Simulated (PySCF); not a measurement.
WOF2, SMILES [O]=[W]([F])[F] (connectivity only; charge and spin as stated), neutral, multiplicity 3. Atoms are numbered in the order given.

```xyz
4

W      0.0000     0.0000     0.0399
O      0.0000     0.0000     1.7407
F      0.0000     1.6242    -0.9378
F      0.0000    -1.6242    -0.9378
```
Charge 0, spin multiplicity 3.

The structure is a stationary point at PBE-D3(BJ)/def2-TZVP. The multiplicity is an assumed one; other spin states were not compared. The def2 effective core potentials stand for the cores of W; spin–orbit coupling is left out.

All values below come from M06-2X/def2-TZVPD in PySCF.

Mulliken values depend strongly on the basis, most of all with diffuse functions as here. ESP charges are fitted to the potential on shells at 1.4 to 2.0 van der Waals radii. Atomic charges (e):

```json
[
 {"atom": "W1", "ESP fit": "___", "Mulliken": "1.50", "Mulliken spin": "2.11"},
 {"atom": "O2", "ESP fit": "___", "Mulliken": "-0.49", "Mulliken spin": "-0.17"},
 {"atom": "F3", "ESP fit": "___", "Mulliken": "-0.51", "Mulliken spin": "0.03"},
 {"atom": "F4", "ESP fit": "___", "Mulliken": "-0.51", "Mulliken spin": "0.03"}
]
```

What belongs in the gaps? (An estimate is asked for; the answer gives what the named calculation found.)


- W1, ESP fit: 1.10
- O2, ESP fit: -0.44
- F3, ESP fit: -0.33
- F4, ESP fit: -0.33
